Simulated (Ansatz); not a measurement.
System: C$_{2}$H$_{8}$Sn, net charge 0, singlet state. 
Geometry from a B3LYP-D3(BJ)/def2-TZVP (Ansatz, a quantum-chemistry and plane-wave program) optimisation:
SMILES: [CH3][SnH2][CH3]
```xyz
11

C     -1.7492    -0.9671     0.0207
Sn    -0.0036     0.3041    -0.0571
C      1.7711    -0.8682     0.3241
H     -1.8272    -1.4268     1.0051
H     -1.6685    -1.7511    -0.7311
H     -2.6492    -0.3846    -0.1704
H      0.1095     1.0366    -1.6086
H     -0.1403     1.5469     1.1232
H      1.7051    -1.3276     1.3095
H      1.8638    -1.6519    -0.4267
H      2.6566    -0.2355     0.2869
```
Charge 0, spin multiplicity 1.

Quantity: atomisation energy (electronic, to ground-state atoms), in eV. Correlated levels leave the core frozen unless marked. UHF or UKS for open shells. Spin-orbit coupling is left out. Frozen are the shells of the preceding noble gas and the d and f shells that filled before the atom's block. Past Kr the def2 sets carry scalar-relativistic core potentials. STO-3G rows are all-electron and non-relativistic. The coupled-cluster limit lacks core correlation, which all-electron functionals hold. Basis-set limits of correlation are two-point, X^-3; Hartree-Fock from the larger set.

```json
[
 {"level": "HF/STO-3G", "program": "Ansatz", "atomisation energy (eV)": "39.71"}
]
```

Question: Predict the CCSD(T)/CBS(def2-TZVPPD,def2-QZVPPD) result (Ansatz).

Answer: 37.30 eV
